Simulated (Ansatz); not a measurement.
Two members of one family (Series GaH2X), computed with Ansatz in the gas phase. The two geometries come from different levels. Binding counts from free atoms in the multiplicity of their measured ground term, without zero-point energy. A dash marks a value that wasn't run or was left out as unsound. The structures are stationary points that may keep the symmetry of their start.

First: GaH2(SMe) (singlet, charge 0, PBE0-D4/def2-TZVP geometry).

```xyz
8

Ga   -1.7590    0.0893    0.0256
H    -1.5854   -1.3891    0.5092
H    -3.0998    0.8546   -0.1887
S     0.0759    1.1983   -0.3935
C     1.3874   -0.0104   -0.0400
H     0.9763   -0.9405    0.3528
H     2.0695    0.4177    0.6933
H     1.9352   -0.2200   -0.9587
```

```csv
level,HOMO (eV),LUMO (eV),gap (eV),vertical IE (eV),binding per atom (eV)
PBE-D4/def2-TZVP,-6.01,-2.11,3.90,9.22,3.18
B3LYP-D4/6-31G,-6.89,-1.64,5.26,–,3.05
PBE0-D4/def2-SVP,-7.08,-1.28,5.80,–,3.16
PBE0-D4/def2-TZVP,-7.12,-1.35,5.77,9.23,3.15
CAM-B3LYP-D4/def2-TZVP,-8.40,-0.48,7.93,–,3.15
```

Second: GaH2Et (singlet, charge 0, PBE0-D4/def2-SVP geometry).

Cartesian coordinates in Å:
```
Ga -1.008 -0.741 -1.118
H -2.535 -0.350 -1.042
H -0.427 -1.265 -2.488
C 0.161 -0.507 0.463
C 0.696 0.924 0.579
H 1.000 -1.220 0.402
H -0.414 -0.767 1.367
H 1.341 1.049 1.465
H 1.302 1.213 -0.297
H -0.117 1.664 0.669
```

Q: Estimate the same table for the second.

A: 
| level | HOMO (eV) | LUMO (eV) | gap (eV) | vertical IE (eV) | binding per atom (eV) |
| --- | --- | --- | --- | --- | --- |
| PBE-D4/def2-TZVP | -6.31 | -2.25 | 4.06 | 9.42 | 3.44 |
| B3LYP-D4/6-31G | -7.15 | -1.65 | 5.50 | – | 3.42 |
| PBE0-D4/def2-SVP | -7.48 | -1.40 | 6.08 | – | 3.45 |
| PBE0-D4/def2-TZVP | -7.49 | -1.43 | 6.06 | 9.59 | 3.42 |
| CAM-B3LYP-D4/def2-TZVP | -8.84 | -0.57 | 8.26 | – | 3.44 |
